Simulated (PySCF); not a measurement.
Si(F)3(NHSiH3) (F3H4NSi2), SMILES N([SiH3])[Si](F)(F)F. Heavy atoms are numbered as in [F:1][Si:2]([F:3])([F:4])[NH:5][SiH3:6]. Hydrogens are named by the atom that carries them.

Geometry optimised at B3LYP-D3(BJ)/def2-SVP. One conformer was computed; it need not be the lowest.

The numbers are results of PySCF with PBE0/pcSseg-1, not measurements.

GIAO shieldings, no solvent; atoms alike by connectivity are averaged. δ = σ(ref) − σ: ¹⁹F against CFCl3 (σ = 167.2 ppm); ²⁹Si against TMS (σ = 352.7 ppm); ¹⁵N against NH3 (σ = 267.4 ppm); ¹H against TMS (σ = 31.56 ppm), references at their B3LYP-D3(BJ)/def2-TZVP geometries, non-relativistic.

Estimate the chemical shifts. (An estimate is asked for; the answer gives what the named calculation found.)


```json
[
 {"nucleus": "¹⁹F", "atoms": "F1", "count": "3", "δ (ppm)": "-160.9"},
 {"nucleus": "²⁹Si", "atoms": "Si6 (SiH3)", "count": "1", "δ (ppm)": "-47.5"},
 {"nucleus": "²⁹Si", "atoms": "Si2", "count": "1", "δ (ppm)": "-75.1"},
 {"nucleus": "¹⁵N", "atoms": "N5 (NH)", "count": "1", "δ (ppm)": "10.3"},
 {"nucleus": "¹H", "atoms": "H on Si6", "count": "3", "δ (ppm)": "4.95"},
 {"nucleus": "¹H", "atoms": "H on N5", "count": "1", "δ (ppm)": "0.80"}
]
```
